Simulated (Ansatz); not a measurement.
A further run on Si(NMe2)H3 (C₂H₉NSi).

```yaml
crystal:
  periodic: [false, false, false]
  atoms:
    - {symbol: Si, position_ang: [-0.021310, -0.042555, -1.644664]}
    - {symbol: N, position_ang: [0.084002, 0.154511, 0.076037]}
    - {symbol: C, position_ang: [1.081843, -0.541799, 0.847115]}
    - {symbol: C, position_ang: [-1.044544, 0.613825, 0.844498]}
    - {symbol: H, position_ang: [1.448846, 0.091825, 1.676344]}
    - {symbol: H, position_ang: [1.950457, -0.797193, 0.220756]}
    - {symbol: H, position_ang: [0.706153, -1.483674, 1.298196]}
    - {symbol: H, position_ang: [-1.730136, 1.203156, 0.216237]}
    - {symbol: H, position_ang: [-1.631403, -0.213329, 1.295233]}
    - {symbol: H, position_ang: [-0.714118, 1.267265, 1.673728]}
    - {symbol: H, position_ang: [1.368945, -0.066443, -2.192780]}
    - {symbol: H, position_ang: [-0.793381, 1.112483, -2.195715]}
    - {symbol: H, position_ang: [-0.705342, -1.298072, -2.114976]}
basis:
  gaussian: {orbitals: aug-cc-pVDZ, nuclear_model: gaussian}
magnetization: {spin_polarized: true, initial_magnetization: 0}
hamiltonian: {xc: {name: LC-wPBE}}
scf: {lower_state_search: off}
output: {forces: true}
```

```sh
$ ansatz run in.yaml --threads 4 --pin off --events-out ev --progress --plain --max-ram 3916MiB
```

Shortened log:

```
Functional definition: LC-wPBE
  name "LC-wPBE"
  cite "Vydrov & Scuseria, J. Chem. Phys. 125, 234109 (2006) doi:10.1063/1.2409292"
  cite "Heyd & Scuseria, J. Chem. Phys. 120, 7274 (2004) doi:10.1063/1.1668634"
  cite "Ernzerhof & Perdew, J. Chem. Phys. 109, 3313 (1998) doi:10.1063/1.476928"
  cite "Perdew, Burke & Ernzerhof, Phys. Rev. Lett. 77, 3865 (1996) doi:10.1103/PhysRevLett.77.3865"
  parent pbe
  parameter omega = 0.4/bohr
  exchange = pbe_x_sr(omega) + exact_x_lr(omega)
  correlation = pbe_c
these checks for a lower state are left out or cut short: stability, starts, cluster_reference, orbital_swaps, neighbouring_geometries, increment
1619 factors; their error is unknown
917 factors; integrals over basis functions are off by at most 5.6e-6 eV
mean field evaluation 1: about -11578.6988 eV, gradient 3.4e1 eV
mean field evaluation 2: about -11579.5180 eV, gradient 3.2e1 eV
mean field evaluation 4: about -11584.0424 eV, gradient 1.4e0 eV
mean field evaluation 8: about -11583.9907 eV, gradient 1.7e-1 eV
mean field evaluation 16: about -11583.9908 eV, gradient 9.8e-6 eV
mean field -11583.99084099 eV, -425.7038114952 hartree, gradient 9.7e-6 eV, S^2 0.000000; 0 other end points of the search recorded, 0 dependent functions left out
the calculation of the forces begins
reference -11583.99084100 eV, -425.7038114958 hartree; 21, 21 occupied and 156, 156 virtual orbitals, 1619 factors
Total energy: -11583.99084100 eV, -425.7038114958 hartree
Atom 0 at    -0.021310    -0.042555    -1.644664 Å, force    -0.017443    -0.033076    -0.299814 eV/Å
Atom 1 at     0.084002     0.154511     0.076037 Å, force     0.045640     0.084654     0.086186 eV/Å
Atom 2 at     1.081843    -0.541799     0.847115 Å, force     0.232218    -0.192382     0.222601 eV/Å
Atom 3 at    -1.044544     0.613825     0.844498 Å, force    -0.288029     0.090442     0.222101 eV/Å
Atom 4 at     1.448846     0.091825     1.676344 Å, force    -0.072326    -0.066042    -0.138115 eV/Å
Atom 5 at     1.950457    -0.797193     0.220756 Å, force    -0.123088     0.046372     0.064068 eV/Å
Atom 6 at     0.706153    -1.483674     1.298196 Å, force     0.016987     0.144739    -0.090822 eV/Å
Atom 7 at    -1.730136     1.203156     0.216237 Å, force     0.105741    -0.077935     0.064333 eV/Å
Atom 8 at    -1.631403    -0.213329     1.295233 Å, force     0.112392     0.092998    -0.090702 eV/Å
Atom 9 at    -0.714118     1.267265     1.673728 Å, force    -0.015791    -0.096729    -0.138048 eV/Å
Atom 10 at     1.368945    -0.066443    -2.192780 Å, force    -0.008587     0.004218     0.022321 eV/Å
Atom 11 at    -0.793381     1.112483    -2.195715 Å, force     0.008027    -0.004996     0.022453 eV/Å
Atom 12 at    -0.705342    -1.298072    -2.114976 Å, force     0.004261     0.007738     0.053438 eV/Å
Dipole moment:    -0.011921    -0.021590     0.188616 e Å
Checks for a lower state left out: stability, starts, cluster_reference, orbital_swaps, neighbouring_geometries, increment
```

Run time 6.5 s (4 threads of Intel Xeon on a shared host).

LC-ωPBE has ω = 0.4 bohr⁻¹.
